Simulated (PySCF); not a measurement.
**NMR problem set**

How the numbers were obtained: geometry from GFN2-xTB, σ from GIAO-PBE0/pcSseg-1, in PySCF (single conformer, non-relativistic, fast rotation and ring inversion assumed for equivalent nuclei, in vacuum).

References, each an isolated molecule treated in the same way: 1H and 13C vs TMS. Splittings of carbon signals by F and P are missing where no couplings were computed. Where no couplings were computed, multiplicities follow the n + 1 count of equivalent neighbours, and m marks all less simple cases (inequivalent or close neighbours, rings, F or P nearby). Shifts are as computed. Against solution values, carbons near 30 ppm lie about +3 ppm off and those near 130 ppm about +5 ppm (rms about the fit 2.1 ppm; single classes can miss by 10 ppm). Of 1328 compounds with measured shifts, 309 miss one by over three times the rms of a fit or turn the order of signals round; such compounds aren't used in these exercises. Signals without a measured value on file couldn't be tested in this way; 1H shifts scatter by 0.2 ppm about their fit, and single ones miss by 0.5 ppm.

Q: C₄H₇FSi₂. 1H NMR (300 MHz, computed): δ 7.43 (m, 1H), 7.25 (m, 1H), 6.21 (m, 1H), 4.90 (m, 2H), 4.66 (m, 2H). 13C{1H} NMR (computed): δ 182.4 (C), 154.6 (CH), 151.0 (CH), 117.9 (CH). What is it?

A: `C1=C[SiH2]C(F)=C[SiH2]1`. Rings plus π bonds: 3 (1 ring in the answer). 4 carbon signals for 4 carbons: no two carbons are equivalent. Carbon types of the structure: 1 × C, 3 × CH, leaving 4 H on heteroatoms. δC 182.4: fully substituted alkene carbon. δC 154.6, 151.0, 117.9: alkene CH; an sp2 carbon of a C=C bond. δH 7.43, 7.25, 6.21: hydrogen on an alkene CH; olefinic region. δH 4.90, 4.66: hydrogen on a silicon bonded to 2 C, in a 6-membered ring.

This is the structure that produced the data.

Q: C₄H₇FSi₂. 1H NMR (400 MHz, computed): δ 7.58 (m, 2H), 7.52 (m, 2H), 5.27 (m, 1H), 4.53 (m, 1H), 4.47 (m, 1H). 13C{1H} NMR (computed): δ 157.1, 154.8. Identify the compound.

A: `F[SiH]1C=C[SiH2]C=C1`. Rings plus π bonds: 3 (1 ring in the answer). 2 carbon signals for 4 carbons: some carbons are equivalent by symmetry or fast rotation. Carbon types of the structure: 4 × CH, leaving 3 H on heteroatoms. δC 157.1, 154.8: alkene CH; as expected for a trigonal carbon in a double bond. δH 7.58, 7.52: hydrogen on an alkene CH; olefinic region. δH 5.27: hydrogen on a silicon bonded to 2 C, F, in a 6-membered ring. δH 4.53, 4.47: hydrogen on a silicon bonded to 2 C, in a 6-membered ring.

The shifts were computed for this structure.
